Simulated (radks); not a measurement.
The numbers below are computed, except where a source is named.
Problem. All-electron atom: Tc2+ in [Kr] 4d5 (the NIST ground configuration). Level of theory: Dirac Kohn-Sham, LB94 model potential, spin-unpolarised, spherical densities, finite nucleus; open shells fill j = l - 1/2 first; Fermi nuclear charge, rms radius 4.4112 fm (a radial shooting solver on a logarithmic mesh with Libxc functionals). Some entries of the table are withheld. Estimate them.

orbital,occ.,eigenvalue (eV),<r^2> (bohr^2)
1s1/2,2,-20997.40,0.001580
2s1/2,2,(1),0.02617
2p1/2,2,-2797.806,0.01968
2p3/2,4,-2678.011,0.02104
3s1/2,2,-550.1785,0.1975
3p1/2,2,-461.3012,0.1943
3p3/2,4,-441.4414,0.2042
3d3/2,4,-283.5877,(2)
3d5/2,6,-279.7157,(3)
4s1/2,2,-96.3224,1.261
4p1/2,2,(4),(5)
4p3/2,4,(6),(7)
4d3/2,4,-29.5246,3.024
4d5/2,1,-29.2065,3.081

Solution. 
(1) 2s1/2 eigenvalue (eV): -3026.928
(2) 3d3/2 <r^2> (bohr^2): 0.1873
(3) 3d5/2 <r^2> (bohr^2): 0.1905
(4) 4p1/2 eigenvalue (eV): -70.3520
(5) 4p1/2 <r^2> (bohr^2): 1.512
(6) 4p3/2 eigenvalue (eV): -67.2999
(7) 4p3/2 <r^2> (bohr^2): 1.597
